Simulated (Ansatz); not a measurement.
Species: C5H4O, SMILES `c1occ2c1C2` (charge 0, multiplicity 1), formula C$_{5}$H$_{4}$O.

**Question.** How many basis functions does frozen-core CCSD(T)/cc-pVTZ // PBE0-D3(BJ)/def2-TZVP (Ansatz, a program for electronic structure) use, how many core orbitals are frozen, and how many electrons are correlated?

**Answer.** 236 basis functions and 6 frozen orbitals, which leaves 30 correlated electrons. Core time is of the order of minutes.
